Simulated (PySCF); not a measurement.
B(GeH3)2(H) (BGe₂H₇), SMILES [GeH3][BH][GeH3]. Atoms are numbered in the order given.

```xyz
10

B      0.0000     0.0000     0.9207
Ge     1.8039     0.0036    -0.0730
H      2.9478     0.7514     0.6654
H      2.2357    -1.4938    -0.1701
H      1.7206     0.5344    -1.5299
Ge    -1.8039    -0.0036    -0.0730
H     -2.2357     1.4938    -0.1701
H     -1.7206    -0.5344    -1.5299
H     -2.9478    -0.7514     0.6654
H      0.0000     0.0000     2.1377
```

Geometry: PBE-D3(BJ)/def2-SVP. This is a generated structure with no PubChem entry under its InChIKey; it may be hypothetical.

Level of theory: PBE-D3(BJ)/def2-SVP (PySCF).

Frequencies are harmonic and unscaled.

Q: List the normal modes with their intensities. (An estimate is asked for; the answer gives what the named calculation found.)

A: 
```tsv
mode	ν (cm⁻¹)	IR (km/mol)	moving atoms (share of kinetic energy)
1	52	0.3	H 79 %, B 20 %
2	59	0.1	H 78 %, Ge 18 %
3	107	0.2	Ge 57 %, H 36 %
4	328	21.7	H 97 %
5	333	2.8	H 82 %, B 10 %, Ge 8 %
6	379	2.8	H 58 %, B 21 %, Ge 21 %
7	444	7.8	H 93 %
8	603	28.6	H 51 %, B 41 %
9	647	10.9	B 48 %, H 42 %, Ge 10 %
10	680	15.2	H 59 %, B 37 %
11	761	238.6	H 92 %
12	779	18.7	H 97 %
13	831	2.4	H 96 %
14	844	23.0	H 99 %
15	857	7.7	H 99 %
16	870	52.6	H 97 %
17	907	14.3	H 69 %, B 30 %
18	2031	0.1	H 99 %
19	2032	113.8	H 99 %
20	2066	202.1	H 99 %
21	2069	0.4	H 99 %
22	2075	26.0	H 98 %
23	2078	171.1	H 98 %
24	2559	67.0	H 91 %, B 9 %
```
